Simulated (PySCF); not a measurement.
A species of formula C6H11BO2 has this rotational fingerprint, computed with PySCF, PBE0-D3(BJ)/def2-SVP geometry optimisation, gas phase:

```
Rotational constants : A = 4099, B = 910.0, C = 790.9 MHz
Dipole components    : |μa| = 1.88 D, |μb| = 2.25 D, |μc| = 0.12 D
Inertial defect      : -39.65 u·Å²
κ                    : -0.93
```

Problem. Which structure is it? (One computed conformer of each.)
A. `[CH2:1]=[CH:2][CH2:3][C@@H:4]1[CH2:5][CH2:6][O:7][BH:8][O:9]1` with C1–C2–C3–C4 -107°, C2–C3–C4–C5 -61°, C3–C4–C5–C6 -173°, C4–C5–C6–O7 52°, C5–C6–O7–B8 -26°, C6–O7–B8–O9 -1°
B. `[CH3:1][CH:2]([CH3:3])[C:4]1=[CH:5][O:6][BH2-:7][O+:8]=[CH:9]1` with C1–C2–C4–C5 -106°, C4–C5–O6–B7 16°, C5–O6–B7–O8 -40°, O6–B7–O8–C9 39°, C2–C4–C9–O8 178°
C. `[CH3:1][C:2]([CH3:3])([CH3:4])[C:5]#[C:6][B:7]([OH:8])[OH:9]` with C6–B7–O8–H 180°, C6–B7–O9–H 180°

Solution. A. It is C=CC[C@@H]1CCOBO1, a near-prolate asymmetric top, point group C1. The candidates at the same level (rigid rotor, commonest isotopes):

```csv
SMILES,A (MHz),B (MHz),C (MHz),μa (D),μb (D),μc (D),Δ (u·Å²),point group,rotor
CC(C)(C)C#CB(O)O,3153,675.0,633.4,1.72,0.02,0.03,-111.12,near Cs,near-prolate asymmetric top
CC(C)C1=CO[BH2-][O+]=C1,3207,1065,983.5,4.95,0.75,0.75,-118.50,C1,near-prolate asymmetric top
C=CC[C@@H]1CCOBO1,4099,910.0,790.9,1.88,2.25,0.12,-39.65,C1,near-prolate asymmetric top
```

`CC(C)(C)C#CB(O)O` has B 26 % too low; `CC(C)C1=CO[BH2-][O+]=C1` has C 24 % too high. No structure here is proved a minimum.
